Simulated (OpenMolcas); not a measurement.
Tc4+: moving the ligands

Tc4+ with 6 ligands (chloride) in octahedral coordination (Oh) at 2.41 Å. A charge of +0.333 e stands 2.8 Å behind each ligand. Ligand basis ANO-RCC-VDZP.

```json
{
 "Program": "OpenMolcas 26.06",
 "Method": "CASSCF",
 "Basis": "ANO-RCC-VTZP [7s6p4d2f1g]",
 "Scalar Hamiltonian": "DKH2, point nucleus",
 "Active space": "3 electrons in 5 orbitals (4d)",
 "State averaging": "2S+1 = 4 even, 10 roots; 2S+1 = 2 even, 40 roots",
 "Spin-orbit coupling": "RASSI with atomic mean-field integrals over the reference wave functions"
}
```

Runs around this geometry, states (labels of O, the rotations of Oh). Energies in cm-1 above the lowest state or level, χT in cm3 K/mol.

```csv
R (Å),Ground state,First state of that spin,First gap with spin-orbit (degeneracies),χT at 300 K,First state of another spin
2.38,4A2,4T2 23367,"14010 (4, 4)",1.776,2E 14087
2.41,4A2,4T2 22250,"14144 (4, 4)",1.769,2E 14236
2.46,4A2,4T2 20541,"14336 (4, 4)",1.758,2E 14461
```

Taking the first state of the same spin as R^-n, n = -ln(20541 / 23367) / ln(2.46 / 2.38) = 3.9 between the shortest and longest distance.

Without dynamic correlation the repulsion within the d shell is too large (B by tens of per cent), so at a given field states of lower spin stand too high. With metal d orbitals alone the field can be off either way by tens of per cent. Ligand-to-metal charge-transfer states are missing. With no ligand orbital active B as a rule stays too high, so bands that hang on it stand too high and its fall with covalency is understated. The least metal-like active orbital is 69 % on the metal (Löwdin) and no ligand orbital is active, so the numbers are rough (holds for R = 2.38; R = 2.41). The least metal-like active orbital is 70 % on the metal (Löwdin) and no ligand orbital is active, so the numbers are rough (holds for R = 2.46). No measured value stands beside these numbers; the geometry was imposed, not optimised, and the real ion may take another.
